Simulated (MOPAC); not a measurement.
Input file for MOPAC: AM1 on CH4GeO (a complex).

```
AM1 1SCF PRECISE CHARGE=0 THREADS=1
CH4GeO

C      0.24740009 1    -0.55475324 1     0.16938191 1
O      0.25438942 1    -0.13741069 1    -0.87495369 1
Ge    -0.10565700 1     0.10956165 1     3.75704478 1
H      1.09463789 1     0.84062693 1     3.13799858 1
H     -0.27779779 1     0.56166576 1     5.21633339 1
H      0.13452201 1    -1.40539714 1     3.71441956 1
H     -1.37640897 1     0.45369897 1     2.96638513 1
```

Program output:

```
*******************************************************************************
 **                                                                           **
 **                              MOPAC v23.2.5                                **
 **                                                                           **
 *******************************************************************************
 ** MOPAC's Digital Object Identifier: https://doi.org/10.5281/zenodo.6511958 **
 **                                                                           **
 ** Please cite the open-source release paper for use of this MOPAC version:  **
 ** J. E. Moussa and J. J. P. Stewart (2026)                                  **
 ** MOPAC: An open-source semiempirical molecular orbital program             **
 ** J. Open Source Softw., 11(119), 8025, https://doi.org/10.21105/joss.08025 **
 *******************************************************************************

                              AM1 CALCULATION RESULTS

 *******************************************************************************
 *  AM1        - The AM1 Hamiltonian to be used
 *
 *
 *
 *                 CHARGE ON SYSTEM = 0
 *
 *
 *
 *  PRECISE    - TIGHTER CRITERIA TO BE USED
 *  1SCF       - DO 1 SCF AND THEN STOP
 *  THREADS=1  - MULTI-THREADING NOT USED
 *  T=         - A TIME OF 172800.0 SECONDS REQUESTED
 *  DUMP=N     - RESTART FILE WRITTEN EVERY 7200.0 SECONDS REQUESTED
 *******************************************************************************
AM1 1SCF PRECISE CHARGE=0 THREADS=1
 CH4GeO

   ATOM   CHEMICAL          X               Y               Z
  NUMBER   SYMBOL      (ANGSTROMS)     (ANGSTROMS)     (ANGSTROMS)

     1       C          0.24740009  *  -0.55475324  *   0.16938191  *
     2       O          0.25438942  *  -0.13741069  *  -0.87495369  *
     3      Ge         -0.10565700  *   0.10956165  *   3.75704478  *
     4       H          1.09463789  *   0.84062693  *   3.13799858  *
     5       H         -0.27779779  *   0.56166576  *   5.21633339  *
     6       H          0.13452201  *  -1.40539714  *   3.71441956  *
     7       H         -1.37640897  *   0.45369897  *   2.96638513  *



          CARTESIAN COORDINATES

    NO.       ATOM           X           Y           Z

     1         C          0.2474     -0.5548      0.1694
     2         O          0.2544     -0.1374     -0.8750
     3        Ge         -0.1057      0.1096      3.7570
     4         H          1.0946      0.8406      3.1380
     5         H         -0.2778      0.5617      5.2163
     6         H          0.1345     -1.4054      3.7144
     7         H         -1.3764      0.4537      2.9664

  H: (AM1): M.J.S. DEWAR ET AL, J. AM. CHEM. SOC. 107 3902-3909 (1985)
  C: (AM1): M.J.S. DEWAR ET AL, J. AM. CHEM. SOC. 107 3902-3909 (1985)
  O: (AM1): M.J.S. DEWAR ET AL, J. AM. CHEM. SOC. 107 3902-3909 (1985)
 Ge: (AM1): M.J.S.Dewar and C.Jie, Organometallics, 8, 1544, (1989)

           Empirical Formula: C H4 O Ge  =     7 atoms



      MOLECULAR POINT GROUP   :   Cs


      RHF CALCULATION, NO. OF DOUBLY OCCUPIED LEVELS = 9


 -------------------------------------------------------------------------------
 AM1 1SCF PRECISE CHARGE=0 THREADS=1
 CH4GeO



     1SCF WAS SPECIFIED, SO BFGS WAS NOT USED
     SCF FIELD WAS ACHIEVED


                              AM1 CALCULATION
                                                       MOPAC v23.2.5 Linux




          FINAL HEAT OF FORMATION =         26.69085 KCAL/MOL =     111.67453 KJ/MOL


          COSMO AREA              =        122.78 SQUARE ANGSTROMS
          COSMO VOLUME            =        107.08 CUBIC ANGSTROMS

          IONIZATION POTENTIAL    =         11.395172 EV
          HOMO LUMO ENERGIES (EV) =        -11.395  0.995
          NO. OF FILLED LEVELS    =          9
          MOLECULAR WEIGHT        =        104.6320         POINT GROUP:  Cs

          MOLECULAR DIMENSIONS (Angstroms)

            Atom       Atom       Distance
            H     5    O     2     6.15432
            H     4    H     7     2.50704
            H     6    H     4     2.13743


          SCF CALCULATIONS        =          1





   ATOM   CHEMICAL          X               Y               Z
  NUMBER   SYMBOL      (ANGSTROMS)     (ANGSTROMS)     (ANGSTROMS)

     1       C          0.24740009  *  -0.55475324  *   0.16938191  *
     2       O          0.25438942  *  -0.13741069  *  -0.87495369  *
     3      Ge         -0.10565700  *   0.10956165  *   3.75704478  *
     4       H          1.09463789  *   0.84062693  *   3.13799858  *
     5       H         -0.27779779  *   0.56166576  *   5.21633339  *
     6       H          0.13452201  *  -1.40539714  *   3.71441956  *
     7       H         -1.37640897  *   0.45369897  *   2.96638513  *

                             CARTESIAN COORDINATES

   1    C        0.247400090    -0.554753240     0.169381910
   2    O        0.254389420    -0.137410690    -0.874953690
   3   Ge       -0.105657000     0.109561650     3.757044780
   4    H        1.094637890     0.840626930     3.137998580
   5    H       -0.277797790     0.561665760     5.216333390
   6    H        0.134522010    -1.405397140     3.714419560
   7    H       -1.376408970     0.453698970     2.966385130


           Empirical Formula: C H4 O Ge  =     7 atoms



      MOLECULAR POINT GROUP   :   Cs


                  EIGENVALUES
 -42.52911 -22.14179 -16.98965 -16.97025 -15.84081 -13.05821 -11.43585 -11.42401
 -11.39517   0.99454   0.99557   1.03320   1.22558   1.22751   3.12375   5.35405


              NET ATOMIC CHARGES AND DIPOLE CONTRIBUTIONS

  ATOM NO.   TYPE          CHARGE      No. of ELECS.   s-Pop       p-Pop
    1          C           0.163982        3.8360     1.81579     2.02023
    2          O          -0.162673        6.1627     1.87550     4.28718
    3         Ge           0.028513        3.9715     0.94485     3.02664
    4          H          -0.009744        1.0097     1.00974
    5          H          -0.009031        1.0090     1.00903
    6          H          -0.001298        1.0013     1.00130
    7          H          -0.009747        1.0097     1.00975
 DIPOLE           X         Y         Z       TOTAL
 POINT-CHG.     0.006    -0.391     0.796     0.887
 HYBRID         0.006     0.417    -1.027     1.108
 SUM            0.012     0.026    -0.230     0.232


          ATOMIC ORBITAL ELECTRON POPULATIONS

     Atom    s        px        py        pz
    1  C   1.81579   0.52490   0.58656   0.90877
    2  O   1.87550   1.47516   1.45652   1.35549
    3 Ge   0.94485   1.00742   1.01550   1.00372
    4  H   1.00974
    5  H   1.00903
    6  H   1.00130
    7  H   1.00975

 **********************
 *                    *
 * JOB ENDED NORMALLY *
 *                    *
 **********************




 == MOPAC DONE ==
```

The run finished.

Cost: about 0.020 core-seconds (a rough figure).
